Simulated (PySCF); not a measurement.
C2H2BF3.
SMILES with atom numbers: `[BH2:1][C:2]([F:3])=[C:4]([F:5])[F:6]` (hydrogens: H7, H8 on B1)

A linear-response calculation (PySCF, def2-SVPD basis, gas phase, vertical, core orbitals frozen in the response) gave these numbers; the functional is withheld.

Orbital energies (eV): HOMO-3 -14.58, HOMO-2 -12.37, HOMO-1 -12.01, HOMO -9.96, LUMO -0.58, LUMO+1 1.86, LUMO+2 2.60.

| state | E (eV) | f | main configurations (H = HOMO, L = LUMO) |
| --- | --- | --- | --- |
| S1 | 5.37 | 0.269 | H→L (98%) |
| S2 | 5.96 | 0.0000 | H-1→L (98%) |
| S3 | 6.36 | 0.0043 | H-2→L (98%) |
| S4 | 7.31 | 0.026 | H→L+1 (67%), H→L+2 (15%), H→L+3 (13%) |
| S5 | 8.03 | 0.0055 | H→L+3 (60%), H→L+1 (18%), H→L+5 (12%) |
| S6 | 8.95 | 0.016 | H→L+2 (65%), H-3→L (13%), H→L+1 (9%) |

Triplets (Tamm–Dancoff): T1 3.29 eV, H→L (94%); T2 5.45 eV, H-1→L (95%); T3 5.87 eV, H-2→L (95%); T4 7.03 eV, H→L+4 (54%), H→L+1 (16%), H→L+3 (13%).

Vertical ionisation energy by ΔSCF with the same functional: 10.49 eV. Mean static polarisability: 44.1 au.

Question: Name the functional.
A. wB97X-D
B. HF
C. PBE0
D. PBE

Answer: A. wB97X-D is range-separated, 22% exact exchange at short range and 100% at long range (ω = 0.2 bohr⁻¹). In this run −ε(HOMO) = 9.96 eV differs from the ΔSCF value by -0.54 eV, and S1 differs from the orbital gap of 9.38 eV by -4.01 eV. The ratio −ε(HOMO)/IP is 0.95. Usual ranges for neutral molecules in this basis: 0.89 to 0.99 with wB97X-D, 0.5 to 0.7 with PBE, 0.7 to 0.83 with PBE0; with Hartree–Fock the ratio is 1 or more (Koopmans' value less the relaxation energy is the ΔSCF value). The other options: PBE, a GGA without exact exchange; HF, time-dependent Hartree–Fock, 100% exact exchange; PBE0, a global hybrid with 25% exact exchange.

Method used: PySCF 2.14.0, density-fitted response routines, TDDFT wB97X-D/def2-SVPD, vertical, gas phase, core orbitals frozen in the response. Isolated species at its PBE0-D3(BJ)/def2-SVP geometry, gas phase.
